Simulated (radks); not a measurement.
The numbers below are computed, except where a source is named.
Ar, 18 electrons, occupied as [Ne] 3s2 3p5 4p1 (not the ground configuration).

Code: a radial shooting solver on a logarithmic mesh with Libxc functionals. Model: scalar-relativistic Kohn-Sham, revPBE, spin-polarised, spherical densities, finite nucleus; open shells are filled with parallel spins first; Fermi nuclear charge, rms radius 3.4274 fm.

Energy parts (eV):
total: -14391.189
kinetic: 14467.001
electron-nucleus: -34194.684
Hartree: 6169.699
exchange-correlation: -833.205

Orbitals (lengths in bohr, moments of r in powers of bohr; r(max) is where P^2 peaks):
orbital,occ.,eigenvalue (eV),r(max)
1s up,1,-3130.468,0.05605
1s down,1,-3130.263,0.05605
2s up,1,-306.4574,0.3384
2s down,1,-306.2874,0.3385
2p up,3,-239.2760,0.2809
2p down,3,-239.0147,0.2810
3s up,1,-32.7253,1.165
3s down,1,-31.5475,1.166
3p up,3,-18.1002,1.262
3p down,2,-17.0059,1.266
4p up,1,-1.5242,6.070

The highest occupied level is 4p up at -1.524 eV. The spin density at the nucleus is -0.0166 e/bohr^3 (1s -0.1783, 2s 0.0818, 3s 0.0798).
